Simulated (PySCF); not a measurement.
**Neon: a sound run and one with changed settings**

Sound run: Ne⁺ [He] 2s2 2p5, Ne²⁺ [He] 2s2 2p4. Calculation: PySCF 2.14, in x2c-SVPall; scalar relativity by spin-free X2C-1e. In the sound run the correlated levels freeze 1s2. The sound run starts from symmetry-adapted Hartree-Fock orbitals and uses a fine grid where one is needed.

Changed run: a valence shell is frozen. This setting is unsound on purpose.

| species | method | sound run (hartree) | changed run (hartree) | converged |
| --- | --- | --- | --- | --- |
| Ne⁺ | MP2 | -127.91498 | -127.86976 | yes |
| Ne⁺ | CCSD(T) | -127.92667 | -127.87669 | yes |
| Ne²⁺ | MP2 | -126.42149 | -126.37407 | yes |
| Ne²⁺ | CCSD(T) | -126.43492 | -126.37927 | yes |

Ionisation energy of Ne⁺:

```tsv
method	sound run (eV)	changed run (eV)
UHF	39.526	39.526
MP2	40.640	40.700
SCS-MP2	40.586	40.721
CCSD	40.582	40.739
CCSD(T)	40.593	40.747
```

Freezing a valence shell removes pair correlation that changes on ionisation.

For comparison, NIST gives 40.963 eV between the lowest levels.
